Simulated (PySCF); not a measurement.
# Two-component Hartree-Fock for Sb²⁶⁺ (antimony, charge +26)

Start: [Ar] 3d7; 3d3/2 filled at m_j = -3/2, -1/2, +1/2, +3/2; 3d5/2 filled at m_j = +1/2, +3/2, +5/2. Calculated with PySCF 2.14 in an uncontracted even-tempered set (16 s from 3.7 bohr⁻², ratio 2.8; 12 p from 4.8 bohr⁻², ratio 2.8; 8 d from 4.8 bohr⁻², ratio 2.8; 3 f from 19 bohr⁻², ratio 3): generalised Hartree-Fock with the X2C-1e Hamiltonian and a Gaussian nucleus; one run each with spin-orbit coupling (SO) switched off, then screened by Boettger's factors.

```tsv
spinor shell	electrons	ε, spin-free (eV)	ε, screened SO (eV)	weight of nominal j (screened SO)	rms radius, screened SO (bohr)
1s1/2	2	-31641.0	-31637.6	1.000	0.0325
2s1/2	2	-5730.1	-5728.7	1.000	0.132
2p1/2	2	-5240.9	-5420.0	1.000	0.114
2p3/2	4	-5240.9	-5158.3	1.000	0.119
3s1/2	2	-1842.2	-1841.8	1.000	0.339
3p1/2	2	-1677.1	-1720.1	0.986	0.330
3p3/2	4	-1677.1	-1657.0	0.993	0.340
3d3/2	4	-1453.6	-1459.7	0.850	0.306
3d5/2	3	-1453.6	-1447.4	0.842	0.308
```

| quantity | spin-free | screened SO |
| --- | --- | --- |
| E (hartree) | -6094.99822 | -6097.00136 |
| M_J | 9/2 | 9/2 |
| ⟨J²⟩ | 24.751 | 24.751 |
| ⟨L²⟩ | 12.000 | 13.744 |
| ⟨S²⟩ | 3.750 | 3.155 |

Each row is a mean over spinors that exchange with the open shell spreads, by up to 29.985 eV (3p3/2).

Rows whose weight is well below 1 are mixtures of j = l ± 1/2: exchange outweighs spin-orbit coupling there, and the label is only the starting occupation.

Breit and QED terms are absent; they matter most for the inner s and p1/2 levels.

Densities and radii are taken from the X2C orbitals without a picture-change correction, which distorts them close to the nucleus.

Without spin-orbit coupling the j labels of p, d and f shells carry no meaning; the spin-free column gives the mean over the occupied spinors of each nl shell.
